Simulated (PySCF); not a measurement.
**Electron correlation in La (lanthanum, neutral)**

[Xe] 5d2 6s1, high-spin 4F determinant (an excited configuration). Calculation: PySCF 2.14, in x2c-TZVPPall with one added diffuse shell each of s, p, d type (12s8p8d3f1g, 106 functions); scalar relativity by spin-free X2C-1e. Frozen: [Kr] 4d10; 11 electrons correlated.

MP2 pair energies summed by pair of shells (mhartree):

```
 pair  energy  share (%)
5p-5p  -88.83       45.4
5p-5d  -46.10       23.6
5s-5p  -25.31       12.9
5p-6s  -14.18        7.2
5d-6s   -7.63        3.9
5s-5s   -4.99        2.6
5s-5d   -4.21        2.2
5d-5d   -3.67        1.9
5s-6s   -0.73        0.4
```

Total MP2 correlation energy: -195.65 mhartree.

Same-spin part -63.09 and opposite-spin part -132.56 mhartree; SCS-MP2 scales them by 1/3 and 6/5 to -180.10 mhartree.
